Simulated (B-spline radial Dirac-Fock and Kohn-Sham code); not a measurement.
## Electron momentum distribution of Ru¹⁹⁺: Compton profiles

System: the Ru¹⁹⁺ ion in the configuration 1s2 2s2 2p6 3s2 3p6 3d7.

The run's input, task.json:

```json
{"items": [{
  "Z": 44,
  "q": 19,
  "cfg": [[1, 0, 2], [2, 0, 2], [2, 1, 6], [3, 0, 2], [3, 1, 6], [3, 2, 7]],
  "A": 102,
  "rrms": 4.4809,
  "do": ["scatter"],
  "s": [0.0, 0.05, 0.1, 0.15, 0.2, 0.25, 0.3, 0.35, 0.4, 0.45, 0.5, 0.6, 0.7, 0.8, 0.9, 1.0, 1.1, 1.2, 1.4, 1.6, 1.8, 2.0, 2.5, 3.0, 3.5, 4.0, 5.0, 6.0],
  "pz": [0, 0.1, 0.2, 0.3, 0.4, 0.5, 0.6, 0.8, 1.0, 1.2, 1.4, 1.6, 1.8, 2.0, 2.5, 3.0, 4.0, 5.0, 7.0, 10.0, 15.0, 20.0, 30.0, 40.0, 60.0, 100.0],
  "hv_scatter": [1000, 2000, 8047.8, 10000, 17479.3, 100000, 500000, 1000000]
}]}
```

Run with: `python xray_run.py task.json out`

Method: the impulse approximation on relativistic Hartree-Fock (Dirac-Fock) wave functions, averaged over the configuration. Computed with a radial atomic solver. pz is in atomic units of momentum; subshell profiles are per electron, for a selection of subshells; open shells are spread over both j values by their weights.

```
 pz    J total   J 2s1/2   J 3p1/2   J 3p3/2   J 3d5/2
1.8      1.580    0.0638    0.0900    0.0916    0.0638
  2      1.553    0.0629    0.0888    0.0903    0.0637
2.5      1.473    0.0604    0.0843    0.0855    0.0633
  3      1.381    0.0574    0.0779    0.0786    0.0624
  4      1.172    0.0505    0.0605    0.0602    0.0585
  5     0.9597    0.0429    0.0415    0.0404    0.0516
  7     0.6174    0.0283    0.0144    0.0135    0.0337
 10     0.3378    0.0124   0.00353   0.00353    0.0135
 15     0.1510   0.00272   0.00286   0.00293   0.00244
 20    0.07617   0.00163   0.00168   0.00162  0.000475
 30    0.02517   0.00134  0.000355  0.000312  2.86e-05
 40    0.01045  0.000719  7.96e-05  6.49e-05  2.94e-06
 60   0.002477  0.000171  7.07e-06  4.96e-06    < 1e-6
100  0.0002824  1.69e-05    < 1e-6    < 1e-6    < 1e-6
```

Question: What is the peak value J(0), and which subshell contributes most to it?

Answer: J(0) = 1.700. The 3p3/2 subshell gives the largest part, 22 %.

Mean momentum ⟨p⟩ by subshell (a.u.): 1s1/2 39.4, 2s1/2 13.9, 2p1/2 18.6, 2p3/2 17.9, 3s1/2 6.81, 3p1/2 8.12, 3p3/2 7.93, 3d3/2 9.41, 3d5/2 9.34.
